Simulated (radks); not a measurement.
Neutral lanthanum, configuration [Xe] 5d1 6s2.

Method: scalar-relativistic Kohn-Sham, PBE, spin-polarised, spherical densities, point nucleus; open shells are filled with parallel spins first (spin-orbit coupling, left out, can overturn this in heavy ions); hard spherical wall at 15 bohr; computed with a radial shooting solver on a logarithmic mesh with Libxc functionals.

Energy parts (eV):
part                      energy
total                 -231114.19
kinetic                244476.15
electron-nucleus      -559316.43
Hartree                 89252.57
exchange-correlation    -5526.48

Orbitals (lengths in bohr, moments of r in powers of bohr):
orbital	occ.	eigenvalue (eV)	<1/r>
1s up	1	-38752.54	62.02
1s down	1	-38752.54	62.02
2s up	1	-6168.976	14.28
2s down	1	-6168.949	14.28
2p up	3	-5528.776	13.55
2p down	3	-5528.757	13.55
3s up	1	-1319.443	5.171
3s down	1	-1319.431	5.171
3p up	3	-1115.043	4.901
3p down	3	-1115.030	4.901
3d up	5	-821.4755	4.647
3d down	5	-821.4541	4.647
4s up	1	-266.4371	2.150
4s down	1	-266.3971	2.150
4p up	3	-199.9744	1.984
4p down	3	-199.9389	1.983
4d up	5	-103.8247	1.724
4d down	5	-103.7895	1.724
5s up	1	-39.0309	0.8478
5s down	1	-38.7341	0.8510
5p up	3	-22.5638	0.7229
5p down	3	-22.1560	0.7264
5d up	1	-3.3027	0.4433
5d down	0	-2.8170	0.4372
6s up	1	-3.8131	0.2873
6s down	1	-3.5020	0.2805
6p up	0	-1.4110	0.2143
6p down	0	-1.2354	0.2074
6d up	0	0.8807	0.1466
6d down	0	0.9381	0.1465
7s up	0	0.3610	0.1433
7s down	0	0.4249	0.1427

The highest occupied level is 5d up at -3.303 eV. The pressure on the wall is 0.000321 GPa. The density falls to 0.001 e/bohr^3 at r = 5.48 bohr. Summed over all electrons, <r^2> = 95.18 bohr^2, which gives a Langevin (diamagnetic) susceptibility term of -75.4 x 10^-6 cm^3/mol. Spin moment in Bohr magnetons: 1.
